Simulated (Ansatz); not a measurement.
The cluster Sn5H2, relaxed as a singlet with RKS PBE-D4/def2-SVP in Ansatz, starting from the GFN1-xTB geometry. Force threshold 0.02 eV/Å.

In the def2 sets Sn takes a core potential; there is no spin–orbit coupling. The restricted singlet is unstable towards broken spin symmetry in Hartree–Fock (as tested in another run); at PBE-D4/def2-SVP this wasn't settled. Another isomer (singlet) lies 0.61 eV lower at PBE0-D4/def2-TZVP; other spin states weren't run for this one.

Start:

Cartesian coordinates in Å:
```
Sn -2.030 -1.102 -0.236
Sn 0.130 -1.405 -1.932
Sn 2.255 0.579 -1.837
Sn 0.470 0.376 0.422
Sn -1.699 0.218 2.325
H 1.503 2.181 -1.996
H -0.629 -0.847 3.255
```

Estimate the energy that the relaxation releases and the steps that it takes.

0.54 eV, in 23 steps; 45 s on 4 threads of Arm Neoverse V1 on a shared host. No frequencies were taken in this run, so the end may be a saddle point.

Does the start keep its bonding?

Bonds formed: Sn4–H6 (atoms count from 1).

Predict the relaxed structure.


```xyz
7

Sn   -1.509   -0.855   -0.467
Sn    0.803   -1.932   -1.660
Sn    1.178    0.870   -2.417
Sn    1.151    0.167    0.604
Sn   -1.447    0.850    1.965
H     1.029    1.719   -0.664
H    -1.205   -0.820    2.640
```
Bond lengths (bridged metal pairs left out): 6 × Sn–Sn 2.82 to 3.11 Å; 3 × H–Sn 1.82 to 2.01 Å.
